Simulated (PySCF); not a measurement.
**Ge (germanium, neutral) across methods**

[Ar] 3d10 4s2 4p1 4d1, one real determinant (an excited configuration). Computed with PySCF 2.14 in aug-cc-pVQZ-DK (8s7p5d3f2g, 93 functions), with scalar relativity by spin-free X2C-1e. The B2PLYP total includes its PT2 part (frozen core); its orbital energies are those of the SCF part.

```csv
method,E (hartree),mean ε 4s β (eV),mean ε 4p α (eV),mean ε 4d α (eV),Σ⟨r²⟩ (bohr²),⟨S²⟩
B2PLYP,-2098.073,-16.397,-9.089,-0.817,69.28,2.004
PBE0,-2098.243,-15.465,-8.176,-0.743,68.46,2.003
r2SCAN,-2098.474,-14.744,-7.443,-0.381,68.12,2.004
PBE,-2098.223,-14.441,-7.058,-0.495,68.12,2.002
LC-wPBE,-2098.240,-18.346,-10.886,-1.517,68.54,2.005
LDA,-2095.210,-14.740,-7.037,-0.372,66.93,2.001
CAM-B3LYP,-2098.636,-17.071,-9.356,-1.057,68.20,2.002
UHF,-2096.82811,-17.523,-10.979,-1.188,70.61,2.010
BLYP,-2098.620,-14.521,-6.814,-0.344,68.27,2.001
```

⟨L²⟩ = 8.01 against 12 for a pure F term, so this real determinant mixes terms. The outer electron is Rydberg-like, and this basis confines it to a smaller radius and binds it less than a complete one would.
